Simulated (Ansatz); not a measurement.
Wavefunction ladder for Cl$_{2}$FH$_{3}$OSi$_{2}$ (`F[SiH](Cl)O[SiH2]Cl`)

| atom | x (Å) | y (Å) | z (Å) |
| --- | --- | --- | --- |
| F1 | 0.794 | 0.802 | 2.490 |
| Si2 | 1.016 | -0.058 | 1.181 |
| Cl3 | 0.438 | -1.965 | 1.576 |
| O4 | 0.103 | 0.572 | 0.010 |
| Si5 | -1.016 | 0.317 | -1.151 |
| Cl6 | -0.251 | -0.936 | -2.575 |
| H7 | 2.438 | -0.019 | 0.826 |
| H8 | -2.212 | -0.328 | -0.574 |
| H9 | -1.310 | 1.616 | -1.783 |

Total charge 0; spin multiplicity 1. All single points use the PBE0-D4/def2-TZVP geometry. It is one conformer, not always the lowest. Frozen core, restricted reference, Ansatz. CBS rows extrapolate triple and quadruple zeta; past MP2 they add the triple-zeta difference.

```tsv
basis	HF (Eh)	MP2 corr.
def2-SVP	-1672.57050	-0.81153
def2-TZVPP	-1673.33976	-1.08855
def2-QZVPP	-1673.39330	-1.19122
```

Estimate the CCSD correlation energy and the (T) correction in each basis where they were run (hartree).


```json
{"basis": "def2-SVP", "CCSD corr.": "-0.86136", "(T)": "-0.01699"}
{"basis": "def2-TZVPP", "CCSD corr.": "-1.14072", "(T)": "-0.04168"}
{"basis": "CBS(def2)", "CCSD corr.": "-1.31944", "(T)": "as TZ"}
```
